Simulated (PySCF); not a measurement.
Level of theory: ωB97X-D3(BJ)/def2-TZVP // B3LYP-D3(BJ)/def2-TZVP (PySCF). Isolated molecules, 0 K electronic values unless said otherwise. Delta-SCF ions had no search for a lower state. Excitations are Tamm–Dancoff values on a coarser integration grid. The basis has no diffuse functions, so Rydberg states are missing or too high.

Reference species (SMILES): `BrB(Br)Br` (neutral, multiplicity 1).

* **HOMO**: -10.73 eV
* **brightest of the four lowest singlets (TDA)**: 6.36 eV
* **HOMO–LUMO gap**: 10.69 eV
* **vertical ionisation energy (Delta-SCF)**: 10.86 eV

Changed species: `FB(Br)Br` (2 of 3 F replaced by Br; the reference has 3 of 3 F replaced by Br).

Q: What does the change do to the HOMO, brightest of the four lowest singlets (TDA), HOMO–LUMO gap and vertical ionisation energy (Delta-SCF)?

A: the HOMO falls by 0.33 eV, to -11.06 eV; the brightest of the four lowest singlets (TDA) rises by 0.67 eV, to 7.03 eV; the HOMO–LUMO gap rises by 1.19 eV, to 11.88 eV; the vertical ionisation energy (Delta-SCF) increases by 0.40 eV, to 11.26 eV.
